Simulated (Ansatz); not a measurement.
Start from `C=C[Si](N)(N)Cl` and change one atom or group to get `C=C[Si](N)(N)O`.

Ansatz, PBE0-D4/def2-TZVP geometries, multiplicity 1. Each molecule was computed in one conformer, which needn't be the lowest.

```csv
property,`C=C[Si](N)(N)Cl`
size of the dipole moment (ωB97M-V/def2-TZVPP) / D,1.94
size of the dipole moment (B3LYP/def2-TZVPP) / D,1.95
LUMO energy (PBE0/def2-TZVPP) / eV,-0.41
HOMO–LUMO gap (B3LYP/def2-TZVPP) / eV,6.59
LUMO energy (B3LYP/def2-TZVPP) / eV,-0.63
HOMO–LUMO gap (ωB97M-V/def2-TZVPP) / eV,11.46
```

(1) What does the change do to each property? (Estimate.)

Answers

(1) Computed: 
```json
{"property": "size of the dipole moment (ωB97M-V/def2-TZVPP) / D", "`C=C[Si](N)(N)O`": "1.49", "shift": "-0.45"}
{"property": "size of the dipole moment (B3LYP/def2-TZVPP) / D", "`C=C[Si](N)(N)O`": "1.50", "shift": "-0.45"}
{"property": "LUMO energy (PBE0/def2-TZVPP) / eV", "`C=C[Si](N)(N)O`": "-0.15", "shift": "0.26"}
{"property": "HOMO–LUMO gap (B3LYP/def2-TZVPP) / eV", "`C=C[Si](N)(N)O`": "6.59", "shift": "0.00"}
{"property": "LUMO energy (B3LYP/def2-TZVPP) / eV", "`C=C[Si](N)(N)O`": "-0.37", "shift": "0.26"}
{"property": "HOMO–LUMO gap (ωB97M-V/def2-TZVPP) / eV", "`C=C[Si](N)(N)O`": "11.46", "shift": "0.00"}
```

Dipoles are sizes alone; their direction can turn.

B3LYP here is the variant with VWN-RPA as its local correlation; programs differ in this.
